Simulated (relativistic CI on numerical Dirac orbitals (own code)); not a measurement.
# Ce24+: sensitivity of the levels to the model

Base calculation: Dirac-Coulomb-Breit CI, KLI orbitals optimised for each configuration, QED by a radiative potential, unscaled Slater integrals.

Configuration list (outside the closed core [Ar] 3d10): 4s2 4p4, 4s 4p5, 4s2 4p3 4d, 4p6, 4s 4p4 4d, 4s2 4p3 4f, 4s 4p4 4f, 4p5 4d, 4s 4p3 4d2, 4s2 4p2 4d 4f, 4p5 4f, 4p4 4d2, 4p3 4d3, 4p3 4d2 4f. Double excitations out of closed p, d and f shells are left out; levels of such configurations are missing from the list, as are those of other unlisted configurations, and high levels can miss mixing partners.

Variants: (1) P86 correlation estimate; (2) configuration mixing switched off; (3) only the first 3 configurations. Shifts of the energy above 4s2 4p4 3P_2, in cm⁻¹, for the lowest level and the first level of each name with at least 55 % of one term (blank where a level changes its place among those of its configuration and J or its character, or is not in the variant):

| Level | Base | Δ(1) | Δ(2) | Δ(3) |
| --- | --- | --- | --- | --- |
| 4s2 4p4 3P_2 | 0 | 0 | 0 | 0 |
| 4s2 4p4 3P_1 | 184826 | +2 | +750 | +750 |
| 4s2 4p4 1D_2 | 212245 | +13 | +2567 | +2567 |
| 4s 4p5 3P°_2 | 651122 | +657 | +64591 | +5950 |
| 4s 4p5 3P°_0 | 839214 | +704 | +73501 | +7473 |
| 4s2 4p3 4d 3D°_1 | 910851 | +1138 | +8687 | +13130 |
| 4s2 4p3 4d 3D°_3 | 970963 | +1143 | +12464 | +12464 |
| 4s2 4p3 4d 3G°_4 | 977066 | +1150 | +9005 | +9005 |
| 4s2 4p3 4d 3G°_5 | 1020179 | +1157 | +9687 | +9687 |
| 4s2 4p3 4d 3S°_1 | 1124304 | +1107 | -16989 |  |
| 4p6 1S_0 | 1406499 | +1283 | +153273 |  |
| 4s 4p4 4d 5D_3 | 1433539 | +1689 | -13240 |  |
| 4s 4p4 4d 5D_2 | 1433860 | +1635 | -14812 |  |
| 4s 4p4 4d 5F_5 | 1470363 | +2047 | -2087 |  |

At this charge energies of transitions that change n are usually good to better than 1 %, and those within a shell (Δn = 0) to a few per cent.

Ionisation energy from the two ground configurations alone: base 824.113 eV; P86 correlation estimate 825.842 eV. The NIST ASD value (theoretical) is 824 eV.

LS names give the leading component of a level, which can be under half, so a name can repeat, a term be missing and a line seem to break the LS rules.
